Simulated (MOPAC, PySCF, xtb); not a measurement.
Potential energy curve for H2 (cation, charge +1), doublet. Each curve is given relative to its own lowest point near equilibrium.

```tsv
R / Å	A	B	C
0.87	0.2	1.3	6.5
0.92	0.0	0.0	2.9
0.99	1.0	0.4	0.5
1.04	2.3	1.7	0.0
1.07	3.2	2.9	0.1
1.10	4.2	4.1	0.5
1.12	5.0	5.0	0.8
1.17	6.9	7.5	2.1
1.21	8.5	9.4	3.3
1.27	11.0	12.3	5.6
1.37	15.3	16.7	9.9
1.49	20.4	21.8	15.7
1.63	26.0	28.6	22.8
1.81	32.4	39.1	32.0
1.98	37.6	49.1	40.4
2.22	43.2	60.4	51.1
2.42	46.6	67.9	58.8
2.66	49.2	75.3	66.3
2.94	50.6	81.8	72.9
3.27	50.7	87.3	78.1
3.83	48.3	92.6	82.9
4.40	—	95.1	84.9
```

Energies in mEh.

Which curve belongs to which method? The methods are GFN1-xTB (xtb); MOPAC with PM3, unrestricted, heats of formation; unrestricted MP2 (frozen core)/6-31G*, spherical d in PySCF.

A is GFN1-xTB; B is PM3; C is UMP2/6-31G*.

A dash means that the run gave no value there, or that the column was ended at a point which the program doubted or which failed a test of continuity chosen for this set; such a test can also cut sound points.
